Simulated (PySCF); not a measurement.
A calculated (PW91, PySCF 2.14, x2c-TZVPPall with one added diffuse shell each of s, p, d, f type, scalar relativity by spin-free X2C-1e) atom or ion has these occupied shells.

| shell | electrons | orbital energy (eV) | rms radius, mean of both spins (bohr) |
| --- | --- | --- | --- |
| 1s α | 1 | -73629.0 | 0.0201 |
| 1s β | 1 | -73629.0 | 0.0201 |
| 2s α | 1 | -12831.1 | 0.0810 |
| 2s β | 1 | -12830.9 | 0.0810 |
| 2p α | 3 | -11218.5 | 0.0738 |
| 2p β | 3 | -11218.3 | 0.0738 |
| 3s α | 1 | -2994.0 | 0.207 |
| 3s β | 1 | -2993.9 | 0.207 |
| 3p α | 3 | -2517.9 | 0.209 |
| 3p β | 3 | -2517.8 | 0.209 |
| 3d α | 5 | -1965.6 | 0.191 |
| 3d β | 5 | -1965.5 | 0.191 |
| 4s α | 1 | -638.22 | 0.459 |
| 4s β | 1 | -637.99 | 0.459 |
| 4p α | 3 | -481.08 | 0.489 |
| 4p β | 3 | -480.86 | 0.489 |
| 4d α | 5 | -280.73 | 0.526 |
| 4d β | 5 | -280.47 | 0.526 |
| 5s α | 1 | -100.08 | 1.07 |
| 5s β | 1 | -98.229 | 1.07 |
| 4f α | 7 | -60.518 | 0.662 |
| 5p α | 3 | -60.134 | 1.19 |
| 4f β | 7 | -60.085 | 0.662 |
| 5p β | 3 | -57.737 | 1.19 |
| 5d α | 5 | -15.394 | 1.92 |
| 6s α | 1 | -14.000 | 2.91 |
| 5d β | 1 | -12.704 | 1.92 |

(1) Name the element and its charge.

## Answers

(1) Os+ (osmium, charge +1), in [Xe] 4f14 5d6 6s1, high-spin 6D determinant.
